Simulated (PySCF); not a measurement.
## Electric field gradients and quadrupole coupling constants

C₆H₉ClSi.
Structure used (GFN2-xTB), in Å, numbered top down from 1:
```xyz
17
C6H9ClSi angstrom
C      1.7478   -0.2282   -1.4559
C      1.3435   -0.4631   -0.2275
Si     1.1769   -1.4811    1.3182
C      0.5668    0.2689    0.8411
C     -0.8751    0.5597    0.6097
Cl    -1.7324    0.8362    2.1436
C     -1.3681    1.3537   -0.5610
C     -1.6680   -0.1163   -0.4609
H      2.3243   -0.9507   -2.0129
H      1.5303    0.6969   -1.9731
H      0.1924   -2.5459    1.3342
H      2.3060   -1.5755    2.2241
H      1.0865    1.1299    1.2573
H     -2.1763    2.0517   -0.4048
H     -0.6381    1.6802   -1.2855
H     -1.1417   -0.7929   -1.1178
H     -2.6817   -0.4117   -0.2387
```

Field gradients from the PBE0/pcSseg-1 density (PySCF, non-relativistic), principal values in atomic units, ordered |Vxx| ≤ |Vyy| ≤ |Vzz|:

| atom | Vxx | Vyy | Vzz |
| --- | --- | --- | --- |
| Cl6 | -1.9289 | -1.9602 | 3.8891 |

Problem. Find the asymmetry η = (Vxx − Vyy)/Vzz and the couplings χ = eQV/h (234.96 MHz × Q in barn × V in au), with Q(35Cl) = −0.0817 b.

Solution. 
```tsv
atom	environment	nucleus	η	χzz (MHz)	χxx (MHz)	χyy (MHz)
Cl6	alkyl chlorine	35Cl	0.01	-74.66	37.03	37.63
```

The gradient is axial or nearly so (η below 0.05) at Cl6. The tensor is traceless: Vxx + Vyy + Vzz = 0.

Problem. What is Vzz at Cl6 in SI units (1 au = 9.71736 × 10²¹ V/m²)?

Solution. 3.8891 au = 37.792 × 10²¹ V/m².

Problem. What couplings would deuterons (Q(2H) = 0.00286 b) have in place of the hydrogens, at this geometry?

Solution. 
| atom | bonded to | bond length (Å) | Vzz (au) | η | χzz (kHz) |
| --- | --- | --- | --- | --- | --- |
| H9 | C1 | 1.079 | 0.3322 | 0.03 | 223 |
| H10 | C1 | 1.082 | 0.3276 | 0.04 | 220 |
| H11 | Si3 | 1.450 | 0.1736 | 0.06 | 117 |
| H12 | Si3 | 1.451 | 0.1729 | 0.05 | 116 |
| H13 | C4 | 1.088 | 0.3170 | 0.09 | 213 |
| H14 | C7 | 1.079 | 0.3299 | 0.07 | 222 |
| H15 | C7 | 1.079 | 0.3331 | 0.07 | 224 |
| H16 | C8 | 1.080 | 0.3264 | 0.06 | 219 |
| H17 | C8 | 1.079 | 0.3302 | 0.06 | 222 |

One conformer (not necessarily the lowest) at the GFN2-xTB geometry, without solvent, vibrations or thermal averaging. GFN2-xTB bond lengths can be off by several hundredths of an ångström, more for odd bonds, and the gradients follow them. These gradients aren't converged with respect to the basis.
